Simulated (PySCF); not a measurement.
## Distorted geometries of [TaCl4]+

[TaCl4]+ (singlet). PySCF 2.14.0, RKS PBE0, Ta def2-SVP with ECP60, Cl def2-SVP; non-relativistic Hamiltonian with scalar-relativistic core potentials where named; density fitting; no spin-orbit coupling. Relaxed geometry:

```xyz
5

Ta    0.0000    0.0000    0.0000
Cl    1.2817    1.2817    1.2817
Cl   -1.2817   -1.2817    1.2817
Cl    1.2817   -1.2817   -1.2817
Cl   -1.2817    1.2817   -1.2817
```

Order these distorted geometries by energy above the relaxed one, lowest first.
A.
```xyz
5

Ta    0.1511   -0.1147    0.0040
Cl    1.1621    1.1055    1.2600
Cl   -1.2507   -1.3379    1.0643
Cl    1.1688   -0.9416   -0.9522
Cl   -1.2313    1.2886   -1.3762
```
B.
```xyz
5

Ta   -0.0741   -0.0531    0.0444
Cl    1.2216    1.2645    1.3628
Cl   -1.2095   -1.2552    1.2678
Cl    1.3697   -1.2280   -1.3607
Cl   -1.3077    1.2718   -1.3142
```
C.
```xyz
5

Ta   -0.0045   -0.0703    0.2707
Cl    1.2114    1.3307    1.2469
Cl   -1.2063   -1.2770    1.1424
Cl    1.3109   -0.9588   -1.1891
Cl   -1.3114    0.9754   -1.4709
```

B (0.58 eV), C (2.80 eV), A (11.71 eV).

Which forces (eV/Å) act in the one that lies 0.58 eV up?


```
Ta   4.62  3.50 -4.38
Cl  -0.66 -0.61 -0.53
Cl  -2.94 -3.09  2.98
Cl  -1.27  0.75  1.27
Cl   0.26 -0.55  0.66
```
Forces carry noise of the integration grid, about 0.01 to 0.03 eV/Å.
